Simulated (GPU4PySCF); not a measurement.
GPU4PySCF input for 3-hexylthiophene (C10H16S), SMILES CCCCCCc1ccsc1, SMD-B3LYP/6-31G*. Coordinates come from a PBE0-D3(BJ)/def2-TZVP optimisation. One conformer was computed; it need not be the lowest.

```python
import numpy as np
import cupy as cp
from pyscf import gto, lo
from gpu4pyscf import dft
from gpu4pyscf.solvent import smd

mol = gto.M(
    atom='''
    C     5.38291025    0.25821337   -0.23576617
    C     4.35610456   -0.85806028   -0.31063620
    C     2.94400028   -0.38886149   -0.00105852
    C     1.91304204   -1.50358154   -0.08153088
    C     0.50353634   -1.09011891    0.31679480
    C    -0.12437165   -0.05349766   -0.61294477
    C    -1.53909048    0.26733607   -0.24899243
    C    -2.63052542   -0.63078012   -0.41889934
    C    -3.81645659   -0.12071478    0.01542184
    S    -3.62531829    1.45544225    0.63823615
    C    -1.94885515    1.44098662    0.31792102
    H     5.15037660    1.05511797   -0.94770944
    H     6.38887671   -0.10367616   -0.45967803
    H     5.40509106    0.70564058    0.76188646
    H     4.62969626   -1.65866260    0.38614543
    H     4.37361512   -1.30878138   -1.30968932
    H     2.92088025    0.05260934    1.00364767
    H     2.68045255    0.41915776   -0.69281058
    H     2.23481163   -2.32723635    0.56585416
    H     1.89804520   -1.90904662   -1.10115701
    H    -0.13965669   -1.97567821    0.34097638
    H     0.50859546   -0.69242361    1.33801973
    H    -0.08897430   -0.43196955   -1.64166486
    H     0.46547678    0.86608177   -0.60084982
    H    -2.53285653   -1.61749310   -0.85442699
    H    -4.78993468   -0.58619859   -0.00346934
    H    -1.34116827    2.29995501    0.56129093
    ''',
    basis='6-31G*',
    charge=0,
    spin=0,
    max_memory=12000,
    verbose=3,
)
mf = dft.RKS(mol, xc='b3lyp').density_fit(auxbasis='def2-universal-jkfit')
mf.grids.atom_grid = (75, 302)
mf.conv_tol = 1e-9
mf.max_cycle = 100
mf.kernel()
res = {}
for name in ['water', 'dichloromethane', 'tetrahydrofuran', '1-octanol']:
    s = smd.smd_for_scf(mf, solvent=name)
    s.kernel(mf.make_rdm1())
    res[name] = (s.e_tot, s.with_solvent.get_cds(), s.dip_moment(), s.mo_energy.get(), s.converged)
    print(f'SMD {name}: dG(solv) = {(s.e_tot - mf.e_tot) * 627.509474:.3f} kcal/mol')
```

Log of the run:

```
converged SCF energy = -788.876765197467
<class 'gpu4pyscf.solvent.smd.SMD'> does not have attributes  surface_discretization_method
converged SCF energy = -788.875612303589
Dipole moment(X, Y, Z, Debye):  0.95075, -0.82618, -0.46332
SMD water: dG(solv) = 0.723 kcal/mol
converged SCF energy = -788.889534264512
Dipole moment(X, Y, Z, Debye):  0.92105, -0.79814, -0.42239
SMD dichloromethane: dG(solv) = -8.013 kcal/mol
converged SCF energy = -788.886898183658
Dipole moment(X, Y, Z, Debye):  0.91445, -0.79188, -0.41469
SMD tetrahydrofuran: dG(solv) = -6.359 kcal/mol
converged SCF energy = -788.885775966528
Dipole moment(X, Y, Z, Debye):  0.92415, -0.80108, -0.42617
SMD 1-octanol: dG(solv) = -5.654 kcal/mol
```

Self-consistency was reached.
